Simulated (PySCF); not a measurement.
PySCF input for 1-methyl-3-methylideneazetidine (C5H9N), SMILES CN1CC(C1)=C, TDA-PBE/def2-SVPD. Geometry: B3LYP-D3(BJ)/def2-SVP.

```python
import numpy as np
from pyscf import gto, scf, dft, tdscf

mol = gto.M(
    atom='''
    C     2.44270223    0.08503824    0.00000000
    C     1.11504545    0.04148779    0.00000000
    C     0.03149454   -0.03437192   -1.05937835
    N    -0.92199642   -0.41520260   -0.00000000
    C    -2.23635650    0.16912310    0.00000000
    C     0.03149454   -0.03437192    1.05937834
    H     3.01049075    0.10330606   -0.93469579
    H     3.01049075    0.10330606    0.93469579
    H    -0.18224607    0.95846844   -1.51395298
    H     0.15586697   -0.77010709   -1.87395007
    H    -2.22471497    1.28530701    0.00000001
    H    -2.79790751   -0.16182768   -0.88867305
    H    -2.79790751   -0.16182768    0.88867306
    H     0.15586698   -0.77010710    1.87395008
    H    -0.18224606    0.95846844    1.51395297
    ''',
    basis='def2-SVPD',
    charge=0,
    spin=0,
    symmetry=True,
    max_memory=1600,
    verbose=4,
)
mf = dft.RKS(mol, xc='pbe').density_fit(auxbasis='def2-universal-jkfit')
mf.grids.level = 3
mf.conv_tol = 1e-9
mf.max_cycle = 100
mf.kernel()
mf.grids = dft.Grids(mol).set(level=1).build(with_non0tab=True)  # coarser grid for the response kernel
td = tdscf.TDA(mf)
td.singlet = True
td.nstates = 10
td.conv_tol = 1e-4
td.positive_eig_threshold = 1e-6
td.kernel(x0=td.get_init_guess(mf, 15))
td.analyze()
tt = tdscf.TDA(mf)
tt.singlet = False
tt.nstates = 4
tt.conv_tol = 1e-4
tt.positive_eig_threshold = 1e-6
tt.kernel(x0=tt.get_init_guess(mf, 9))
tt.analyze(verbose=3)
```

Log of the run:

```
PySCF version 2.14.0

[INPUT] verbose = 4
[INPUT] num. atoms = 15
[INPUT] num. electrons = 46
[INPUT] charge = 0
[INPUT] spin (= nelec alpha-beta = 2S) = 0
[INPUT] symmetry True subgroup None
[INPUT] Mole.unit = angstrom
[INPUT] Symbol           X                Y                Z      unit          X                Y                Z       unit  Magmom
[INPUT]  1 C      2.442702230000   0.085038240000   0.000000000000 AA    4.616038218564   0.160698983715   0.000000000000 Bohr   0.0
[INPUT]  2 C      1.115045450000   0.041487790000   0.000000000000 AA    2.107130516942   0.078400560613   0.000000000000 Bohr   0.0
[INPUT]  3 C      0.031494540000  -0.034371920000  -1.059378350000 AA    0.059516055019  -0.064953515175  -2.001934943794 Bohr   0.0
[INPUT]  4 N     -0.921996420000  -0.415202600000   0.000000000000 AA   -1.742320721629  -0.784619200207   0.000000000000 Bohr   0.0
[INPUT]  5 C     -2.236356500000   0.169123100000   0.000000000000 AA   -4.226101301891   0.319596340337   0.000000000000 Bohr   0.0
[INPUT]  6 C      0.031494540000  -0.034371920000   1.059378340000 AA    0.059516055019  -0.064953515175   2.001934924896 Bohr   0.0
[INPUT]  7 H      3.010490750000   0.103306060000  -0.934695790000 AA    5.689003018036   0.195220160408  -1.766319052884 Bohr   0.0
[INPUT]  8 H      3.010490750000   0.103306060000   0.934695790000 AA    5.689003018036   0.195220160408   1.766319052884 Bohr   0.0
[INPUT]  9 H     -0.182246070000   0.958468440000  -1.513952980000 AA   -0.344395159578   1.811242850639  -2.860956497669 Bohr   0.0
[INPUT] 10 H      0.155866970000  -0.770107090000  -1.873950070000 AA    0.294545885166  -1.455291486686  -3.541252403410 Bohr   0.0
[INPUT] 11 H     -2.224714970000   1.285307010000   0.000000010000 AA   -4.204101998520   2.428878234884   0.000000018897 Bohr   0.0
[INPUT] 12 H     -2.797907510000  -0.161827680000  -0.888673050000 AA   -5.287278915764  -0.305809994574  -1.679348678782 Bohr   0.0
[INPUT] 13 H     -2.797907510000  -0.161827680000   0.888673060000 AA   -5.287278915764  -0.305809994574   1.679348697679 Bohr   0.0
[INPUT] 14 H      0.155866980000  -0.770107100000   1.873950080000 AA    0.294545904063  -1.455291505583   3.541252422307 Bohr   0.0
[INPUT] 15 H     -0.182246060000   0.958468440000   1.513952970000 AA   -0.344395140681   1.811242850639   2.860956478772 Bohr   0.0

nuclear repulsion = 233.646144066217
point group symmetry = Cs
symmetry origin: [-2.05405012e-09 -9.65411326e-18 -1.64324009e-09]
symmetry axis x: [ 1.00000000e+00 -3.58053447e-10 -1.65659557e-10]
symmetry axis y: [-3.58053447e-10 -1.00000000e+00 -1.02350378e-09]
symmetry axis z: [ 1.65659557e-10 -1.02350374e-09  1.00000000e+00]
num. orbitals of irrep A' = 114
num. orbitals of irrep A" = 78
number of shells = 84
number of NR pGTOs = 270
number of NR cGTOs = 192
basis = def2-SVPD
ecp = {}


******** <class 'pyscf.df.df_jk.DFSymAdaptedRKS'> ********
method = DFSymAdaptedRKS
initial guess = minao
damping factor = 0
level_shift factor = 0
DIIS = <class 'pyscf.scf.diis.CDIIS'>
diis_start_cycle = 1
diis_space = 8
diis_damp = 0
SCF conv_tol = 1e-09
SCF conv_tol_grad = None
SCF max_cycles = 100
direct_scf = False
XC library pyscf.dft.libxc version 7.1.2
    S. Lehtola, C. Steigemann, M. J. T. Oliveira, and M. A. L. Marques,  SoftwareX 7, 1–5 (2018)
XC functionals = pbe
    J. P. Perdew, K. Burke, and M. Ernzerhof,  Phys. Rev. Lett. 77, 3865 (1996)
    J. P. Perdew, K. Burke, and M. Ernzerhof,  Phys. Rev. Lett. 78, 1396 (1997)
    J. P. Perdew, K. Burke, and M. Ernzerhof,  Phys. Rev. Lett. 77, 3865 (1996)
    J. P. Perdew, K. Burke, and M. Ernzerhof,  Phys. Rev. Lett. 78, 1396 (1997)
radial grids:
    Treutler-Ahlrichs [JCP 102, 346 (1995); DOI:10.1063/1.469408] (M4) radial grids

becke partition: Becke, JCP 88, 2547 (1988); DOI:10.1063/1.454033
pruning grids: <function nwchem_prune>
grids dens level: 3
symmetrized grids: True
atomic radii adjust function: <function treutler_atomic_radii_adjust>
small_rho_cutoff = 0
Freeze 0 electrons in irreps []
    46 free electrons in irreps A' A"
Set gradient conv threshold to 3.16228e-05
Initial guess from minao.
tot grids = 172768
init E= -250.506876924731
HOMO (A') = -0.258948576939661  LUMO (A') = -0.0978024810735261  gap/eV = 4.38501
cycle= 1 E= -250.067405276388  delta_E= 0.439  |g|= 0.457  |ddm|= 6.25
HOMO (A') = -0.108791349004682  LUMO (A') = 0.0210630033319297  gap/eV = 3.53352
cycle= 2 E= -249.991714027354  delta_E= 0.0757  |g|= 0.692  |ddm|= 2.53
HOMO (A') = -0.18610394900872  LUMO (A') = -0.0307676914094341  gap/eV = 4.22691
cycle= 3 E= -250.128702310452  delta_E= -0.137  |g|= 0.118  |ddm|= 1.57
HOMO (A') = -0.177003906027075  LUMO (A') = -0.0340602272665209  gap/eV = 3.88970
cycle= 4 E= -250.131408310224  delta_E= -0.00271  |g|= 0.0412  |ddm|= 0.261
HOMO (A') = -0.180330528243338  LUMO (A') = -0.031710598579338  gap/eV = 4.04415
cycle= 5 E= -250.131763192614  delta_E= -0.000355  |g|= 0.00707  |ddm|= 0.115
HOMO (A') = -0.180296120300077  LUMO (A') = -0.0324102970721376  gap/eV = 4.02418
cycle= 6 E= -250.13177106922  delta_E= -7.88e-06  |g|= 0.00409  |ddm|= 0.0261
HOMO (A') = -0.180087474097245  LUMO (A') = -0.0322792285295637  gap/eV = 4.02207
cycle= 7 E= -250.131775085221  delta_E= -4.02e-06  |g|= 0.0011  |ddm|= 0.00686
HOMO (A') = -0.180151212739387  LUMO (A') = -0.0322495144453612  gap/eV = 4.02461
cycle= 8 E= -250.131775415124  delta_E= -3.3e-07  |g|= 0.000305  |ddm|= 0.00218
HOMO (A') = -0.180139297734332  LUMO (A') = -0.0322702073771142  gap/eV = 4.02372
cycle= 9 E= -250.131775439919  delta_E= -2.48e-08  |g|= 6.8e-05  |ddm|= 0.000681
HOMO (A') = -0.180142363569507  LUMO (A') = -0.0322691999731801  gap/eV = 4.02383
cycle= 10 E= -250.131775441114  delta_E= -1.2e-09  |g|= 1.54e-05  |ddm|= 0.000169
HOMO (A') = -0.180142934458984  LUMO (A') = -0.0322705806393699  gap/eV = 4.02381
cycle= 11 E= -250.131775441168  delta_E= -5.39e-11  |g|= 7.82e-06  |ddm|= 6.33e-05
HOMO (A') = -0.180141735003014  LUMO (A') = -0.0322690626354114  gap/eV = 4.02382
Extra cycle  E= -250.131775441151  delta_E= 1.76e-11  |g|= 1.11e-05  |ddm|= 4.11e-05
converged SCF energy = -250.131775441151
tot grids = 53272
Overwritten attributes  positive_eig_threshold  of <class 'pyscf.tdscf.rks.TDA'>


******** <class 'pyscf.tdscf.rks.TDA'> for <class 'pyscf.df.df_jk.DFSymAdaptedRKS'> ********
nstates = 10 singlet
deg_eia_thresh = 1.000e-03
wfnsym = None
conv_tol = 0.0001
eigh lindep = 1e-12
eigh level_shift = 0
eigh max_cycle = 100


Excitation energies (eV)
[4.20011261 5.09457686 5.44787791 5.96132157 6.33089504 6.44885941
 6.59428495 6.78504139 6.82733574 6.94294167]

** Singlet excitation energies and oscillator strengths **
Excited State   1:   A'      4.20011 eV    295.19 nm  f=0.0012
      22 -> 24       -0.10394
      23 -> 24       -0.69691
Excited State   2:   A'      5.09458 eV    243.37 nm  f=0.0254
      23 -> 25        0.70366
Excited State   3:   A'      5.44788 eV    227.58 nm  f=0.0084
      23 -> 26       -0.70495
Excited State   4:   A"      5.96132 eV    207.98 nm  f=0.0044
      23 -> 27       -0.70638
Excited State   5:   A'      6.33090 eV    195.84 nm  f=0.0020
      23 -> 28        0.69963
Excited State   6:   A'      6.44886 eV    192.26 nm  f=0.0056
      22 -> 25       -0.69723
      23 -> 29       -0.10177
Excited State   7:   A'      6.59428 eV    188.02 nm  f=0.0379
      22 -> 25        0.10290
      23 -> 29       -0.68900
Excited State   8:   A"      6.78504 eV    182.73 nm  f=0.0003
      23 -> 30        0.70446
Excited State   9:   A'      6.82734 eV    181.60 nm  f=0.0302
      22 -> 24        0.10134
      22 -> 26        0.69031
Excited State  10:   A'      6.94294 eV    178.58 nm  f=0.0664
      22 -> 24       -0.17698
      22 -> 26        0.10503
      23 -> 31        0.66259

** Transition electric dipole moments (AU) **
state          X           Y           Z        Dip. S.      Osc.
  1        -0.0580      0.0888     -0.0000      0.0113      0.0012
  2         0.0810     -0.4440     -0.0000      0.2037      0.0254
  3        -0.2428      0.0657      0.0000      0.0633      0.0084
  4        -0.0000     -0.0000      0.1745      0.0304      0.0044
  5        -0.0259     -0.1114     -0.0000      0.0131      0.0020
  6         0.1507      0.1127     -0.0000      0.0354      0.0056
  7         0.0844     -0.4767      0.0000      0.2343      0.0379
  8        -0.0000     -0.0000     -0.0454      0.0021      0.0003
  9        -0.1924      0.3791      0.0000      0.1808      0.0302
 10         0.5108     -0.3598      0.0000      0.3904      0.0664

** Transition velocity dipole moments (imaginary part, AU) **
state          X           Y           Z        Dip. S.      Osc.
  1        -0.0008     -0.0172      0.0000      0.0003      0.0013
  2         0.0130     -0.0373      0.0000      0.0016      0.0056
  3        -0.0303      0.0041     -0.0000      0.0009      0.0031
  4         0.0000      0.0000      0.0019      0.0000      0.0000
  5         0.0045      0.0050      0.0000      0.0000      0.0001
  6         0.0232      0.0180     -0.0000      0.0009      0.0024
  7         0.0232     -0.0863     -0.0000      0.0080      0.0220
  8        -0.0000      0.0000     -0.0117      0.0001      0.0004
  9        -0.0230      0.1042      0.0000      0.0114      0.0302
 10         0.0817     -0.0044     -0.0000      0.0067      0.0175

** Transition magnetic dipole moments (imaginary part, AU) **
state          X           Y           Z
  1         0.0000      0.0000     -0.2036
  2        -0.0000     -0.0000     -0.2317
  3        -0.0000      0.0000     -0.1892
  4         0.3384     -0.1244     -0.0000
  5         0.0000      0.0000      0.2095
  6         0.0000      0.0000     -0.3407
  7        -0.0000      0.0000     -0.4583
  8        -0.0784      0.0885     -0.0000
  9         0.0000      0.0000     -0.7812
 10         0.0000     -0.0000     -0.4508


******** <class 'pyscf.tdscf.rks.TDA'> for <class 'pyscf.df.df_jk.DFSymAdaptedRKS'> ********
nstates = 4 triplet
deg_eia_thresh = 1.000e-03
wfnsym = None
conv_tol = 0.0001
eigh lindep = 1e-12
eigh level_shift = 0
eigh max_cycle = 100


Excitation energies (eV)
[3.85229027 4.53301853 4.93323314 5.31426493]

** Triplet excitation energies and oscillator strengths **
Excited State   1:   A'      3.85229 eV    321.85 nm  f=0.0000
Excited State   2:   A'      4.53302 eV    273.51 nm  f=0.0000
Excited State   3:   A'      4.93323 eV    251.32 nm  f=0.0000
Excited State   4:   A'      5.31426 eV    233.30 nm  f=0.0000
```

The calculation finished and met its thresholds.

Cost: very roughly 110 core-seconds.
